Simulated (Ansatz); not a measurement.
Reaction (hydrogenolysis of a C–C bond): `CCC1CCCCC1` + H₂ → `C1CCCCC1` + `CC`

Calculated with Ansatz (gas phase, PBE0-D4/def2-TZVP geometries, no zero-point term in ΔE). CBS: MP2 limit from def2 TZ/QZ plus the TZ coupled-cluster correction, frozen cores. This one scheme is used for every species. Functionals use def2-TZVPP. B3LYP here is the variant with VWN-RPA as its local correlation; programs differ in this. Each species was taken in one conformer, which may not be the lowest.

`CCC1CCCCC1`:

```xyz
24

C     2.428    1.559   -0.855
C     0.908    1.572   -0.853
C     0.264    0.537    0.061
C    -1.246    0.745    0.138
C    -1.928   -0.272    1.040
C    -1.609   -1.696    0.608
C    -0.106   -1.920    0.538
C     0.571   -0.896   -0.363
H     2.823    1.691    0.156
H     2.827    2.367   -1.474
H     2.828    0.622   -1.247
H     0.559    2.566   -0.549
H     0.536    1.421   -1.874
H     0.672    0.680    1.074
H    -1.461    1.763    0.481
H    -1.662    0.667   -0.876
H    -3.010   -0.108    1.046
H    -1.585   -0.125    2.073
H    -2.071   -2.415    1.290
H    -2.047   -1.878   -0.382
H     0.113   -2.933    0.187
H     0.316   -1.844    1.548
H     1.651   -1.068   -0.371
H     0.225   -1.036   -1.396
```

H₂:

Z-matrix (Å, degrees):
```
H
H 1 0.746
```

`C1CCCCC1`:

Cartesian coordinates in Å:
```
C -0.215 1.091 0.899
C -0.218 -0.355 1.369
C -0.757 -1.281 0.271
C -0.441 -0.753 -1.134
C 0.871 0.018 -1.135
C 0.760 1.280 -0.270
H -1.230 1.363 0.587
H 0.041 1.769 1.718
H 0.807 -0.643 1.630
H -0.807 -0.469 2.283
H -0.330 -2.281 0.396
H -1.840 -1.395 0.381
H -1.242 -0.086 -1.472
H -0.411 -1.578 -1.850
H 1.168 0.283 -2.153
H 1.662 -0.633 -0.747
H 1.750 1.547 0.113
H 0.432 2.124 -0.885
```

`CC`:

Z-matrix (Å, degrees):
```
C
C 1 1.519
H 1 1.093 2 111.4
H 1 1.093 2 111.4 3 120.0
H 1 1.093 2 111.4 3 -120.0
H 2 1.093 1 111.4 3 180.0
H 2 1.093 1 111.4 3 -60.0
H 2 1.093 1 111.4 3 60.0
```

(1) Is it downhill or uphill in electronic energy at CCSD(T)/CBS, and by how much? (An estimate is asked.)

(2) What do these levels give: PBE-D4, r2SCAN-D4, PBE0-D4, PBE, PBE0, B3LYP, HF/def2-TZVPP, SCS-MP2/def2-TZVPP, CCSD/def2-TZVPP, CCSD(T)/def2-TZVPP, SCS-MP2/def2-QZVPP, MP2/CBS(def2)? (Best estimate.)

Largest T1 diagnostic among the species: 0.009.

Answers

(1) Computed: Downhill: ΔE = -26.2 kJ/mol.

(2) The calculation gave: PBE-D4 -29.2, r2SCAN-D4 -28.8, PBE0-D4 -31.0, PBE -40.0, PBE0 -40.8, B3LYP -49.6, HF/def2-TZVPP -57.4, SCS-MP2/def2-TZVPP -29.0, CCSD/def2-TZVPP -33.3, CCSD(T)/def2-TZVPP -27.5, SCS-MP2/def2-QZVPP -28.4, MP2/CBS(def2) -19.8 kJ/mol.

The D4 term adds +16.4 kJ/mol with B3LYP and +9.7 kJ/mol with PBE0; it sums over pairs of atoms, weighted by their polarisabilities, and B3LYP, whose exchange is more repulsive, gets the larger term. In def2-TZVPP, CCSD(T) changes the Hartree–Fock value by +29.9 kJ/mol (the triples alone add +5.8 kJ/mol) and MP2 by +36.4 kJ/mol.
